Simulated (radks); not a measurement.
Results of a calculation; reference values are marked as such.
Species: Dy2.2+. Configuration: [Xe] 4f(up 7, down 2.8) (fractional occupations, a model configuration).

Code: a radial shooting solver on a logarithmic mesh with Libxc functionals. Model: scalar-relativistic Kohn-Sham, PBE, spin-polarised, spherical densities, finite nucleus; Fermi nuclear charge, rms radius 5.2218 fm.

Energy parts (eV):
part                      energy
total                 -330768.03
kinetic                356788.69
electron-nucleus      -808317.09
Hartree                127908.89
exchange-correlation    -7148.52

Orbitals (lengths in bohr, moments of r in powers of bohr; r(max) is where P^2 peaks):
orbital  occ.  eigenvalue (eV)   r(max)   <1/r>
1s up       1        -53667.76  0.01338   74.55
1s down     1        -53667.76  0.01338   74.55
2s up       1        -8951.542  0.07604   17.33
2s down     1        -8951.507  0.07604   17.33
2p up       3        -7945.330  0.06168   16.09
2p down     3        -7945.306  0.06168   16.09
3s up       1        -2006.621   0.2155   6.374
3s down     1        -2004.971   0.2154   6.378
3p up       3        -1697.633   0.2117   5.974
3p down     3        -1695.989   0.2116   5.978
3d up       5        -1299.934   0.1730   5.667
3d down     5        -1298.679   0.1729   5.670
4s up       1        -412.2401   0.4941   2.688
4s down     1        -408.5790   0.4940   2.687
4p up       3        -310.4938   0.5160   2.466
4p down     3        -306.8727   0.5159   2.464
4d up       5        -171.8800   0.5346   2.174
4d down     5        -168.3059   0.5345   2.172
5s up       1         -66.7015    1.153   1.027
5s down     1         -64.8836    1.161   1.015
5p up       3         -42.6698    1.314  0.8606
5p down     3         -41.3543    1.327  0.8469
4f up       7         -21.6471   0.5378   1.584
4f down   2.8         -18.5217   0.5397   1.550

The highest occupied level is 4f down at -18.522 eV. The spin density at the nucleus is 1.04 e/bohr^3 (1s 0.01, 2s -0.70, 3s -11.39, 4s 2.25, 5s 10.88). The electron density at the nucleus is 7.776e+05 e/bohr^3 (large components only). Spin moment in Bohr magnetons: 4.2. Summed over all electrons, <r^2> = 37.32 bohr^2, which gives a Langevin (diamagnetic) susceptibility term of -29.6 x 10^-6 cm^3/mol. The density falls to 0.001 e/bohr^3 at r = 3.35 bohr.
